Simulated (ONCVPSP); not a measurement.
# Cutoff test, strontium, ONCV

```
Element                 : Sr
Generator               : ONCVPSP 4.0.1
Type                    : optimised norm-conserving Vanderbilt (ONCV)
Functional              : PBE
Relativity              : non-relativistic
Frozen core             : [Ar] 3d10
Valence charge          : 10
Reference configuration : 4s2 4p6 5s2
Partial waves           : 4s+5s: rc 2.55 bohr, ncon 4, nbas 7, qcut 6.1 1/bohr, 2 projectors; 4p: rc 2.50 bohr, ncon 4, nbas 7, qcut 5.2 1/bohr, 1 projector; d scattering state at 0.31 Ha: rc 2.30 bohr, ncon 5, nbas 8, qcut 4.6 1/bohr, 2 projectors, debl 1.4 Ha
Local potential         : polynomial inside 2.00 bohr (lpopt 5, dvloc0 0 Ha)
Core correction         : Teter function, fcfact 3.75, rcfact 1.55
```

In the d channel the program set the typed energies aside and used 0.050, 1.450 Ha.

For each optimised wave give the share of its norm inside rc, the residual kinetic energy above qcut (Ha) and the cutoffs (Ha) for errors of 10, 1, 0.1 and 0.01 mHa per electron.

| wave | norm inside rc | residual KE | 10 mHa | 1 mHa | 0.1 mHa | 0.01 mHa |
| --- | --- | --- | --- | --- | --- | --- |
| 4s | 0.978 | 1.4e-08 | 5.3 | 9.3 | 12.0 | 14.0 |
| 5s | 0.087 | 4.3e-08 | 2.3 | 8.0 | 11.2 | 13.8 |
| 4p | 0.927 | 1.1e-07 | 6.0 | 8.0 | 9.8 | 11.2 |
| d projector 1 | 0.074 | 1.1e-04 | 4.8 | 8.0 | 11.1 | 32.2 |
| d projector 2 | 0.139 | 2.7e-03 | 8.8 | 11.8 | 22.3 | 43.8 |

The occupied waves need 9.3 Ha and 12 Ha for 1 and 0.1 mHa.
